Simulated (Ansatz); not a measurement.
InH2(SMe) (CH₅InS), relaxed as a singlet with RKS B3LYP-D4/def2-TZVP in Ansatz, starting from the GFN2-xTB geometry. Force threshold 0.02 eV/Å.

In the def2 sets In takes a core potential; there is no spin–orbit coupling.

Start:

Cartesian coordinates in Å:
```
In 0.9446 1.0121 -1.1318
H -0.6762 1.1496 -1.7470
H 2.2566 1.8027 -1.9457
S 1.1060 -0.3353 0.8690
C -0.6544 -0.8327 0.9684
H -1.2529 -0.2797 0.2373
H -1.0026 -0.6168 1.9739
H -0.7212 -1.8999 0.7759
```

```csv
step,energy (eV),largest force component (eV/Å),SCF passes
1,-17131.4701,0.327,16
2,-17131.4865,0.350,18
3,-17131.5285,0.207,20
4,-17131.5323,0.078,21
5,-17131.5339,0.127,20
6,-17131.5344,0.009,22
```

Force components are those of the run's own axes.

End:

Cartesian coordinates in Å:
```
In 0.907 1.077 -1.243
H -0.694 1.211 -1.866
H 2.377 1.763 -1.802
S 1.068 -0.282 0.725
C -0.657 -0.852 0.997
H -1.358 -0.359 0.326
H -0.935 -0.630 2.026
H -0.707 -1.927 0.837
```

By distances, no bond broke or formed. The bond that changes most is In1–S4, from 2.42 to 2.40 Å (atoms count from 1).

No frequencies were taken in this run, so the end may be a saddle point.

Run time 16 s (4 threads of Arm Neoverse N1 on a shared host).
